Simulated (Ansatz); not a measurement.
`N[SiH2][SiH](O)F` + H₂S → `N[SiH2][SiH](O)S` + H–F  (ligand exchange at the Si–F bond)

Calculated with Ansatz (gas phase, PBE0-D4/def2-TZVP geometries, no zero-point term in ΔE). CBS: MP2 limit from def2 TZ/QZ plus the TZ coupled-cluster correction, frozen cores. This one scheme is used for every species. DFT in def2-TZVPP. B3LYP here is the variant with VWN-RPA as its local correlation; programs differ in this. One conformer a species, not always the lowest.

`N[SiH2][SiH](O)F`:

Cartesian coordinates in Å:
```
N 0.546 0.348 1.555
Si 1.082 -0.287 0.025
Si -0.852 -0.104 -1.306
O -2.000 0.459 -0.280
F -1.251 -1.550 -1.871
H 0.382 1.342 1.624
H 1.017 0.027 2.388
H 2.272 0.396 -0.567
H 1.449 -1.707 0.267
H -0.836 0.795 -2.483
H -1.810 0.281 0.647
```

H₂S:

```xyz
3

S    -0.590    0.020    0.186
H     0.518   -0.560    0.671
H     0.073    0.540   -0.857
```

`N[SiH2][SiH](O)S`:

```xyz
12

N     1.062    1.444    0.735
Si    1.176   -0.283    0.686
Si   -0.826   -0.910   -0.357
O    -2.099   -0.229    0.441
S    -0.590   -0.150   -2.352
H     0.969    1.943   -0.138
H     1.653    1.960    1.369
H     2.374   -0.846   -0.009
H     1.218   -0.755    2.097
H    -1.151   -2.355   -0.407
H    -1.969    0.684    0.709
H    -1.817   -0.503   -2.774
```

H–F:

```xyz
2

F    -0.111    0.443    0.054
H     0.111   -0.443   -0.054
```

CCSD(T)/CBS gives +75.0 kJ/mol.

Problem. Another level gave +85.8 kJ/mol. Which?
A. B3LYP/def2-TZVPP
B. PBE/def2-TZVPP
C. B2PLYP/def2-TZVPP
D. ωB97X-V/def2-TZVPP

Solution. C. B2PLYP 85.8, B3LYP 90.3, ωB97X-V 81.6, PBE 72.6 kJ/mol.

Largest T1 diagnostic among the species: 0.012.

The D4 term adds −10.3 kJ/mol with B3LYP and −5.8 kJ/mol with PBE0; it sums over pairs of atoms, weighted by their polarisabilities, and B3LYP, whose exchange is more repulsive, gets the larger term. In def2-TZVPP, CCSD(T) changes the Hartree–Fock value by −20.7 kJ/mol (the triples alone add −4.0 kJ/mol) and MP2 by −27.0 kJ/mol.
